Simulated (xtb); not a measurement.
FZn (SMILES [F][Zn]), doublet, from a rough starting geometry (GFN-xTB shapes and energies of metal compounds can be far from the true ones) (the spin is typed, not shown lowest); GFN2-xTB (xtb).

The xtb input:
```
$ xtb mol.xyz --gfn 2 --uhf 1 --opt vtight --json

# file mol.xyz
2

Zn    -0.42946344    -0.44724958    -0.62336815
F      0.43307991     0.43587015     0.65152830
```

**Question.** What does xtb print? Leave out banner, timings and long lists.

**Answer.** 
```
   ID    Z sym.   atoms
    1   30 Zn     1
    2    9 F      2

           -------------------------------------------------
          |                Calculation Setup                |
           -------------------------------------------------

           -------------------------------------------------
          |                 G F N 2 - x T B                 |
           -------------------------------------------------

          ...................................................
          :                      SETUP                      :
          :.................................................:
          :  # basis functions                   8          :
          :  # atomic orbitals                   8          :
          :  # shells                            4          :
          :  # electrons                         9          :
          :  max. iterations                   250          :
          :  Hamiltonian                  GFN2-xTB          :
          :  restarted?                      false          :
          :  GBSA solvation                  false          :
          :  PC potential                    false          :
          :  electronic temp.          300.0000000     K    :
          :  accuracy                    1.0000000          :
          :  -> integral cutoff          0.2500000E+02      :
          :  -> integral neglect         0.1000000E-07      :
          :  -> SCF convergence          0.1000000E-05 Eh   :
          :  -> wf. convergence          0.1000000E-03 e    :
          :  Broyden damping             0.4000000          :
          :  net charge                          0          :
          :  unpaired electrons                  1          :
          ...................................................

 iter      E             dE          RMSdq      gap      omega  full diag
   1     -5.2797211 -0.527972E+01  0.163E+01    6.07       0.0  T
   2     -5.2794539  0.267144E-03  0.810E+00    6.74       1.0  T
   3     -5.2207879  0.586660E-01  0.541E+00    6.95       1.0  T
   4     -5.2866197 -0.658318E-01  0.347E-01    7.34       1.0  T
   5     -5.2866456 -0.258571E-04  0.186E-01    7.34       1.0  T
   6     -5.2866560 -0.104490E-04  0.404E-02    7.32       1.7  T
   7     -5.2866578 -0.182116E-05  0.134E-02    7.32       5.3  T
   8     -5.2866579 -0.966410E-07  0.304E-03    7.32      23.3  T
   9     -5.2866579 -0.101123E-07  0.415E-04    7.32     170.4  T
  10     -5.2866579 -0.300490E-09  0.575E-05    7.32    1230.5  T

   *** convergence criteria satisfied after 10 iterations ***

         :::::::::::::::::::::::::::::::::::::::::::::::::::::
         ::                     SUMMARY                     ::
         :::::::::::::::::::::::::::::::::::::::::::::::::::::
         :: total energy              -5.285091575173 Eh    ::
         :: gradient norm              0.005477032581 Eh/a0 ::
         :: HOMO-LUMO gap              7.316653835366 eV    ::
         ::.................................................::
         :: SCC energy                -5.286657942141 Eh    ::
         :: -> isotropic ES            0.053793678161 Eh    ::
         :: -> anisotropic ES          0.001808365833 Eh    ::
         :: -> anisotropic XC         -0.000263179904 Eh    ::
         :: -> dispersion             -0.000452284817 Eh    ::
         :: repulsion energy           0.001566366968 Eh    ::
         :: add. restraining           0.000000000000 Eh    ::
         :: total charge               0.000000000000 e     ::
         :::::::::::::::::::::::::::::::::::::::::::::::::::::

      -----------------------------------------------------------
     |                   =====================                   |
     |                        A N C O P T                        |
     |                   =====================                   |
     |               Approximate Normal Coordinate               |
     |                Rational Function Optimizer                |
      -----------------------------------------------------------
      -----------------------------------------------------------
     |                   =====================                   |
     |                        A N C O P T                        |
     |                   =====================                   |
     |               Approximate Normal Coordinate               |
     |                Rational Function Optimizer                |
      -----------------------------------------------------------

          ...................................................
          :                      SETUP                      :
          :.................................................:
          :   optimization level         verytight          :
          :   max. optcycles                   200          :
          :   ANC micro-cycles                  20          :
          :   degrees of freedom                 1          :
          :.................................................:
          :   RF solver                   davidson          :
          :   write xtbopt.log                true          :
          :   linear (good luck)              true          :
          :   energy convergence         0.1000000E-06 Eh   :
          :   grad. convergence          0.2000000E-03 Eh/α :
          :   maxmium RF displ.          1.0000000          :
          :   Hlow (freq-cutoff)         0.1000000E-01      :
          :   Hmax (freq-cutoff)         5.0000000          :
          :   S6 in model hess.         20.0000000          :
          ...................................................

generating ANC from exact Hessian ...
Using Lindh-Hessian (1995)
 Shifting diagonal of input Hessian by    0.0000000000000000
 Lowest  eigenvalues of input Hessian
    0.000000    0.000000    0.000000    0.000000    0.000000    0.874330
 Highest eigenvalues
    0.000000    0.000000    0.000000    0.000000    0.000000    0.874330

[...]
 * total energy  :    -5.2850916 Eh     change       -0.1598721E-12 Eh
 * total energy  :    -5.2851230 Eh     change       -0.3138979E-04 Eh
 * total energy  :    -5.2851957 Eh     change       -0.7276375E-04 Eh
 * total energy  :    -5.2851960 Eh     change       -0.2291894E-06 Eh
 * total energy  :    -5.2851960 Eh     change       -0.4927270E-07 Eh
   *** GEOMETRY OPTIMIZATION CONVERGED AFTER 5 ITERATIONS ***
[...]
 Zn F  Rav=1.8038 sigma=0.0000  Rmin=1.8038  Rmax=1.8038     1

 selected bond angles (degree)
 --------------------

 selected dihedral angles (degree)
 ---------------------------------

           -------------------------------------------------
          |                Final Singlepoint                |
           -------------------------------------------------

          ...................................................
          :                      SETUP                      :
          :.................................................:
          :  # basis functions                   8          :
          :  # atomic orbitals                   8          :
          :  # shells                            4          :
          :  # electrons                         9          :
          :  max. iterations                   250          :
          :  Hamiltonian                  GFN2-xTB          :
          :  restarted?                      false          :
          :  GBSA solvation                  false          :
          :  PC potential                    false          :
          :  electronic temp.          300.0000000     K    :
          :  accuracy                    1.0000000          :
          :  -> integral cutoff          0.2500000E+02      :
          :  -> integral neglect         0.1000000E-07      :
          :  -> SCF convergence          0.1000000E-05 Eh   :
          :  -> wf. convergence          0.1000000E-03 e    :
          :  Broyden damping             0.4000000          :
          :  net charge                          0          :
          :  unpaired electrons                  1          :
          ...................................................

 iter      E             dE          RMSdq      gap      omega  full diag
   1     -5.2863905 -0.528639E+01  0.169E-06    7.30       0.0  T
   2     -5.2863905 -0.888178E-15  0.107E-06    7.30   66020.9  T
   3     -5.2863905  0.266454E-14  0.109E-06    7.30   64922.8  T

   *** convergence criteria satisfied after 3 iterations ***

         :::::::::::::::::::::::::::::::::::::::::::::::::::::
         ::                     SUMMARY                     ::
         :::::::::::::::::::::::::::::::::::::::::::::::::::::
         :: total energy              -5.285196007170 Eh    ::
         :: gradient norm              0.000000266353 Eh/a0 ::
         :: HOMO-LUMO gap              7.303928319724 eV    ::
         ::.................................................::
         :: SCC energy                -5.286390506455 Eh    ::
         :: -> isotropic ES            0.053553417464 Eh    ::
         :: -> anisotropic ES          0.001885829504 Eh    ::
         :: -> anisotropic XC         -0.000230254416 Eh    ::
         :: -> dispersion             -0.000452341174 Eh    ::
         :: repulsion energy           0.001194499285 Eh    ::
         :: add. restraining           0.000000000000 Eh    ::
         :: total charge               0.000000000000 e     ::
         :::::::::::::::::::::::::::::::::::::::::::::::::::::

           -------------------------------------------------
          |                Property Printout                |
           -------------------------------------------------

    * Orbital Energies and Occupations

         #    Occupation            Energy/Eh            Energy/eV
      -------------------------------------------------------------
         1        2.0000           -0.7767585             -21.1367
         2        2.0000           -0.4987782             -13.5724
         3        2.0000           -0.4730740             -12.8730
         4        2.0000           -0.4730740             -12.8730
         5        1.0000           -0.3989149             -10.8550 (HOMO)
         6                         -0.1305004              -3.5511 (LUMO)
         7                         -0.1305004              -3.5511
         8                          0.1934422               5.2638
      -------------------------------------------------------------
                  HL-Gap            0.2684144 Eh            7.3039 eV
             Fermi-level           -0.3503510 Eh           -9.5335 eV

     #   Z          covCN         q      C6AA      α(0)
     1  30 Zn       0.670     0.319   331.428    43.830
     2   9 F        0.670    -0.319    12.565     4.184

 Mol. C6AA /au·bohr⁶  :        450.298264
 Mol. C8AA /au·bohr⁸  :      29940.813699
 Mol. α(0) /au        :         48.013907

Wiberg/Mayer (AO) data.
largest (>0.10) Wiberg bond orders for each atom

 ---------------------------------------------------------------------------
     #   Z sym  total        # sym  WBO       # sym  WBO       # sym  WBO
 ---------------------------------------------------------------------------
     1  30 Zn   1.041 --     2 F    1.041
     2   9 F    1.041 --     1 Zn   1.041
 ---------------------------------------------------------------------------

Topologies differ in total number of bonds
Writing topology from bond orders to xtbtopo.mol

molecular dipole:
                 x           y           z       tot (Debye)
 q only:       -0.529      -0.542      -0.782
   full:       -0.513      -0.525      -0.758       2.681
molecular quadrupole (traceless):
                xx          xy          yy          xz          yz          zz
 q only:        0.011       0.006       0.034      -0.025      -0.009      -0.046
  q+dip:        0.114      -0.252       0.124      -0.396      -0.389      -0.239
   full:        0.397      -0.957       0.374      -1.414      -1.432      -0.772

optimized geometry written to: xtbopt.xyz

           -------------------------------------------------
          | TOTAL ENERGY               -5.285196007170 Eh   |
          | GRADIENT NORM               0.000000266353 Eh/α |
          | HOMO-LUMO GAP               7.303928319724 eV   |
           -------------------------------------------------

normal termination of xtb
```
